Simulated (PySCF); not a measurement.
# Magnetisability: `CC1[C@@H](F)S(=O)(=O)[C@@H]1F`, C$_{4}$H$_{6}$F$_{2}$O$_{2}$S

Geometry (Å), atoms numbered from 1 in this order:
```xyz
15

C    -1.5191    0.0319    0.7090
C    -0.5879    0.2247   -0.4808
C     0.2143   -1.0478   -0.7588
F     0.6116   -1.1480   -2.0529
S     1.6001   -0.3459    0.2798
O     2.8915   -0.3652   -0.3266
O     1.4634   -0.7616    1.6406
C     0.5742    1.1611   -0.1236
F     0.3343    2.0425    0.8690
H    -1.9903    0.9759    0.9715
H    -0.9527   -0.3227    1.5670
H    -2.2954   -0.6898    0.4681
H    -1.1411    0.5576   -1.3636
H    -0.2284   -1.9961   -0.4546
H     1.0211    1.6916   -0.9659
```

Computed with GIAO B97-2/pcSseg-1 magnetisability, rotational g tensor and spin-rotation constants, non-relativistic, gas phase in PySCF 2.14.0. Geometry: GFN2-xTB.

What are the magnetisability and the molar susceptibility?

Isotropic -1240 × 10⁻³⁰ J/T², or -74.7 × 10⁻⁶ cm³/mol; principal values -1288, -1228, -1203 × 10⁻³⁰ J/T², anisotropy 76 × 10⁻³⁰ J/T² (root of half the summed squared differences of the principal values). The susceptibility is in cgs units.

Split it along the inertial axes a, b, c into diamagnetic and paramagnetic parts about the centre of mass, with the quadrupole moment.


```
axis  χ (10⁻⁶ cm³/mol)  diamagnetic (10⁻⁶ cm³/mol)  paramagnetic (10⁻⁶ cm³/mol)  summed x² of all electrons (Å²)  quadrupole Θ (D Å)
   a             -76.7                      -753.7                        677.1                            145.4               -4.23
   b             -73.9                      -880.1                        806.2                            115.6               -0.65
   c             -73.4                     -1107.5                       1034.1                             62.0               +4.88
```
Anisotropies 2χaa − χbb − χcc = -6.0 and 2χbb − χaa − χcc = +2.3 × 10⁻⁶ cm³/mol. Θ is traceless in Buckingham's convention.

And the rotational g tensor?


```csv
axis,rotational constant (GHz),g,nuclear part,electronic part
a,1.7455,-0.0226,0.5326,-0.5552
b,1.4780,-0.0226,0.5372,-0.5598
c,1.1170,-0.0190,0.5237,-0.5427
```
Asymmetric top; isotopes 12C, 19F, 1H, 16O, 32S; no vibrational averaging.
